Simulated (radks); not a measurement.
Question: These are the eigenvalues of the occupied orbitals of an atom or ion with whole-number occupations (eV). Method: Dirac Kohn-Sham, LB94 model potential, spin-unpolarised, spherical densities, finite nucleus; Fermi nuclear charge, rms radius of each element as measured or else 0.836 A^(1/3) + 0.57 fm; computed with a radial shooting solver on a logarithmic mesh with Libxc functionals.

1s1/2: -78798.85
2s1/2: -14069.62
2p1/2: -13511.57
2p3/2: -11768.79
3s1/2: -3510.844
3p1/2: -3256.694
3p3/2: -2873.827
3d3/2: -2446.345
3d5/2: -2363.555
4s1/2: -955.1169
4p1/2: -847.1344
4p3/2: -756.2258
4d3/2: -577.9656
4d5/2: -560.9212
5s1/2: -347.6855
4f5/2: -332.3150
4f7/2: -328.6676
5p1/2: -309.4176
5p3/2: -289.2226

Which element is it, and in what charge state? The configuration may be excited. Open shells, if any, fill j = l - 1/2 first.

Answer: Z = 78, platinum, charge +13: Pt13+ in [Kr] 4d10 4f14 5s2 5p3. The list shows which subshells hold electrons but not how many an open one holds; the 1s level, -2895.8 hartree, gives Z - s = 76.1 by -(Z - s)^2/2, which with screening and relativity narrows Z to a few neighbours, and the depths of the outer levels then fix element, charge and occupations together.
